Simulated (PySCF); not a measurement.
**First hyperpolarisability: SMILES [H]/N=C(/CO)CC(F)F, C₄H₇F₂NO**

Geometry:
```tsv
atom	x (Å)	y (Å)	z (Å)
N1	-1.265	0.089	-1.337
C2	-0.492	-0.283	-0.400
C3	-1.160	-0.847	0.826
O4	-2.534	-0.843	0.713
C5	1.010	-0.179	-0.405
C6	1.510	1.122	0.188
F7	1.177	1.201	1.497
F8	2.855	1.169	0.102
H9	-0.765	0.456	-2.150
H10	-0.757	-1.873	0.977
H11	-0.807	-0.260	1.698
H12	-2.703	-0.473	-0.174
H13	1.466	-0.997	0.176
H14	1.390	-0.243	-1.435
H15	1.095	2.010	-0.321
```

Computed, not measured: quadratic response CAM-B3LYP/def2-SVPD first hyperpolarisability, Taylor convention, gas phase (PySCF 2.14.0). Geometry: PBE0-D3(BJ)/def2-SVP.

Q: Give β for the processes computed.

A: In au, Taylor convention; the vector part is βᵢ = ⅓ Σⱼ (βᵢⱼⱼ + βⱼᵢⱼ + βⱼⱼᵢ); β∥ is 3/5 of the vector part along the dipole, the dipole points from − to +:
```
                   process  λ (nm)  β vector norm     β∥  β HRS  depolarisation ratio
           static β(0;0,0)       ∞           91.4  -48.0   42.8                  3.59
second harmonic β(−2ω;ω,ω)    1550           97.5  -51.4   45.7                  3.58
         Pockels β(−ω;ω,0)    1550           93.4  -49.1      –                     –
second harmonic β(−2ω;ω,ω)    1064          105.3  -55.8   49.4                  3.57
         Pockels β(−ω;ω,0)    1064           95.7  -50.4      –                     –
second harmonic β(−2ω;ω,ω)   694.3          132.1  -70.8   61.9                  3.53
         Pockels β(−ω;ω,0)   694.3          102.0  -53.9      –                     –
```

Q: Which lowest excitations, dipole and polarisabilities go with it?

A: S1 5.77 eV (f = 0.001); S2 6.41 eV (f = 0.045); S3 7.60 eV (f = 0.000); dipole 3.28 D; isotropic α 62.5 au static, 62.7 au at 1550 nm, 62.9 au at 1064 nm, 63.3 au at 775 nm, 63.5 au at 694.3 nm, 64.2 au at 532 nm, 66.9 au at 347.1 nm.
